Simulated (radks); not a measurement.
Values are calculated unless marked as measured or tabulated.
Effect of the nuclear size on the hafnium ion Hf3+, [Xe] 4f14 5d1. Level of theory: Dirac Kohn-Sham, LDA (Slater exchange, Perdew-Wang correlation), spin-unpolarised, spherical densities, finite nucleus; open shells are shared between the two j in proportion to 2j + 1; Fermi nuclear charge, rms radius 5.347 fm (a radial shooting solver on a logarithmic mesh with Libxc functionals). The rms radius is varied about that value; shifts are against it.

| rms radius (fm) | total energy shift (eV) | density at nucleus (e/bohr^3) | 1s1/2 shift (meV) | 2s1/2 shift (meV) | 5s1/2 shift (meV) | 5p1/2 shift (meV) | 5d5/2 shift (meV) | 6s1/2 (empty) shift (meV) |
|---|---|---|---|---|---|---|---|---|
| 4.684 | -11.3 | 1.257e+06 | -4590 | -635 | -5.67 | 0.093 | 0.115 | -0.948 |
| 5.1759 | -3.01 | 1.217e+06 | -1220 | -169 | -1.51 | 0.025 | 0.031 | -0.253 |
| 5.347 | 0 | 1.204e+06 | 0.000 | 0.000 | 0.000 | 0.000 | 0.000 | 0.000 |
| 5.5876 | 4.34 | 1.187e+06 | 1770 | 244 | 2.18 | -0.036 | -0.044 | 0.365 |
| 6.2239 | 16.4 | 1.145e+06 | 6690 | 925 | 8.25 | -0.134 | -0.168 | 1.38 |

Slopes of the eigenvalues against <r^2> in GHz/fm^2, as finite differences over the two radii next to the reference (eigenvalue slopes, not the field-shift constants of lines): 1s1/2 163000, 2s1/2 22600, 5s1/2 201, 5p1/2 -3.28, 5d5/2 -4.09, 6s1/2 (empty) 33.7.
